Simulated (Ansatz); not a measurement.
Relaxation of Cl2FH4NOSi (10 atoms, charge 0, multiplicity 1), to a largest force component of 0.03 eV/Å in at most 50 steps.

The calculation used Ansatz, RKS PBE/cc-pVDZ.

```xyz
10
Properties=species:S:1:pos:R:3
Si 0.416 0.359 -0.384
F -1.106 0.192 1.969
Cl 1.716 0.102 -2.004
Cl -1.273 1.413 -1.016
O 0.115 -1.201 0.126
H -0.476 -1.152 0.914
N 1.216 1.395 0.851
H 2.242 1.313 0.800
H 0.982 2.388 0.692
H -0.315 0.584 2.286
```

Problem. Where does it end, and by what steps?

Solution. The run converged. After 11 steps the energy has fallen by 0.368 eV; F2 moved furthest, 0.67 Å.

```
step  energy less start (eV)  largest force component (eV/Å)  accepted
   0                  0.0000                           0.776       yes
   1                 -0.1287                           1.761       yes
   2                 -0.2632                           1.152       yes
   3                 -0.3273                           0.282       yes
   4                 -0.2936                           0.690        no
   5                 -0.3527                           0.086       yes
   6                 -0.3621                           0.081       yes
   7                 -0.3649                           0.138       yes
   8                 -0.3676                           0.079       yes
   9                 -0.3677                           0.100       yes
  10                 -0.3683                           0.041       yes
  11                 -0.3684                           0.022       yes
```

```xyz
10
Properties=species:S:1:pos:R:3
Si 0.363 0.371 -0.527
F -0.636 0.001 2.412
Cl 1.831 0.061 -1.960
Cl -1.176 1.490 -1.370
O -0.103 -1.112 0.057
H -0.447 -0.969 0.988
N 0.939 1.354 0.855
H 1.931 1.177 1.078
H 0.830 2.367 0.704
H -0.015 0.653 1.995
```

Whether the end is a true minimum wasn't checked by a vibrational analysis.

The run took 20 s on 4 threads of Arm Neoverse V2, on a shared host, peak memory 0.2 GiB.
